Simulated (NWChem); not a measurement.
# Si$_{2}$H$_{4}$SCl$_{2}$; SMILES [SiH3]S[SiH](Cl)Cl

```xyz
9

Si    -0.0011    -2.2524    -0.8817
S      0.0141    -1.3083     1.0824
Si     0.0010     0.7833     0.6876
Cl     1.6632     1.4061    -0.3805
Cl    -1.6757     1.3875    -0.3685
H     -1.2280    -1.8879    -1.6282
H      1.2010    -1.8662    -1.6571
H      0.0154    -3.7007    -0.5743
H      0.0021     1.4635     1.9936
```
Atoms are numbered in this order, from 1.

Results from NWChem. Pople sets run with spherical d functions. The geometry was optimised at B3LYP/6-31G* (spherical d). Vertical excitations in the gas phase; the lowest state need not have the same character in each row.

For level BHandHLYP/6-31+G*, full TDDFT:

```
Quantity                         Result
-------------------------------  ------
lowest excitation, singlet (eV)    6.23
orbital gap (eV)                   9.06
```

### Question
What are these values for level B3LYP/6-31+G*, full TDDFT?

### Answer
| Property | Result |
|---|---|
| lowest excitation, singlet (eV) | 5.61 |
| orbital gap (eV) | 6.69 |
